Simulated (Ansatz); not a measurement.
Born–Oppenheimer molecular dynamics of CH₆GeO₃ (11 atoms, charge 0, multiplicity 1). It goes on from the last frame of an earlier run, with new velocities.

The calculation used RHF/def2-SVP in Ansatz.

```yaml
ensemble: NVT, Langevin thermostat
time_step: 0.5 fs
steps_asked: 250
set_temperature: 500 K
friction: 0.005 /fs
seed: 238471
```

First frame:

```xyz
11
Properties=species:S:1:pos:R:3
Ge -0.109 -0.160 0.243
C 0.026 -0.078 2.158
H -0.963 -0.060 2.582
H 0.678 -0.906 2.475
H 0.438 0.941 2.339
O 1.381 0.158 -0.585
H 1.649 -0.582 -1.067
O -1.146 0.979 -0.564
H -1.989 1.213 -0.275
O -0.686 -1.828 -0.046
H -0.970 -2.228 -0.820
```

(1) What does the run give?

(2) What happens to the structure?

(3) How do temperature and energy run in time?

## Answers

(1) The run went to its last step.

```json
{"steps done": "250", "time covered": "125 fs", "mean temperature over the second half": "447 K", "spread of the potential energy over the second half": "6.7 meV per atom", "mean potential energy of the second half above the start": "5.3 meV per atom"}
```

The mean temperature of the second half is 11 % below the set value. A run of 0.12 ps of so small a system gives no equilibrium averages.

(2) The same pairs are bonded in the first frame and the last. Pairs count as bonded within 1.25 times the sum of covalent radii (0.12 Å more for H–H). Another seed would give other details.

(3) 
```csv
time (fs),T (K),potential energy less start (eV)
0,455,0.000
4,416,0.081
8,444,0.023
12,347,0.172
16,320,0.252
20,412,0.072
24,325,0.150
28,304,0.137
32,420,0.034
36,297,0.210
40,414,0.056
44,452,-0.076
48,401,0.057
52,466,-0.007
56,395,0.042
60,348,0.108
64,467,-0.055
68,340,0.052
72,394,0.040
76,410,0.081
80,428,0.125
84,402,0.131
88,474,0.083
92,382,0.213
96,490,0.051
100,456,0.101
104,465,0.040
108,413,0.183
112,385,0.144
116,403,0.132
120,412,0.099
124,296,0.244
```

Run time: 4.4 min on 4 threads of Arm Neoverse V1, on a shared host, peak memory 0.28 GiB.
